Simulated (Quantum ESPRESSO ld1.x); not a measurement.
Values are calculated unless marked as measured or tabulated.
Question: The aim is the neon ion Ne3+ in [He] 2s2 2p3. What will ld1.x (Quantum ESPRESSO 7.5) do with this input?

```
 &input
    zed=10.0,
    iswitch=1,
    rel=1,
    lsd=1,
    dft='PW',
    config='[He] 2s2 2p3 5g1',
    prefix='ld1',
    max_out_wfc=37,
    file_charge='ld1.rho',
 /
```

Answer: Refused. The program stops in el_config with "l not found:G": the config string knows s, p, d and f alone.

Output (excerpt):

```
     Program LD1 v.7.5 starts

 %%%%%%%%%%%%%%%%%%%%%%%%%%%%%%%%%%%%%%%%%%%%%%%%%%%%%%%%%%%%%%%%%%%%%%%%%%%%%%
     Error in routine el_config (4):
     l not found:G
 %%%%%%%%%%%%%%%%%%%%%%%%%%%%%%%%%%%%%%%%%%%%%%%%%%%%%%%%%%%%%%%%%%%%%%%%%%%%%%

     stopping ...
```

Run on one thread of a shared host, so times are rough (Intel(R) Xeon(R) Processor @ 2.60GHz): 0.16 s of CPU time, 1.1 s wall, peak memory 26 MiB.
